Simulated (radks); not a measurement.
Isoelectronic series with 31 electrons, all held in the configuration [Ar] 3d10 4s2 4p1, which need not be the ground one along the series. All-electron calculation, scalar-relativistic Kohn-Sham, PBE, spin-polarised, spherical densities, point nucleus; open shells are filled with parallel spins first (spin-orbit coupling, left out, can overturn this in heavy ions). Program: a radial shooting solver on a logarithmic mesh with Libxc functionals. Total energies (hartree) and mean radii <r> (bohr) (* marks an orbital that is empty in some or all of the ions):

ion    E (hartree)  4p down*   4p up  4s down   4s up  3d down
Ho36+  -11853.8311    0.4669  0.4669   0.4566  0.4566   0.2025
Er37+  -12265.8378    0.4568  0.4568   0.4466  0.4467   0.1985
Tm38+  -12685.9750    0.4472  0.4471   0.4371  0.4371   0.1947
Yb39+  -13114.3226    0.4379  0.4378   0.4279  0.4280   0.1910
Lu40+  -13550.9631    0.4289  0.4289   0.4191  0.4191   0.1874
Hf41+  -13995.9824    0.4204  0.4203   0.4106  0.4106   0.1840
Ta42+  -14449.4695    0.4121  0.4121   0.4024  0.4024   0.1807
W43+   -14911.5165    0.4041  0.4041   0.3944  0.3945   0.1775
Re44+  -15382.2192    0.3965  0.3964   0.3867  0.3868   0.1744
Os45+  -15861.6770    0.3891  0.3890   0.3793  0.3794   0.1714
Ir46+  -16349.9932    0.3819  0.3819   0.3721  0.3722   0.1685
Pt47+  -16847.2751    0.3750  0.3750   0.3652  0.3652   0.1657
Au48+  -17353.6342    0.3684  0.3683   0.3584  0.3585   0.1630
Hg49+  -17869.1867    0.3619  0.3619   0.3519  0.3519   0.1604
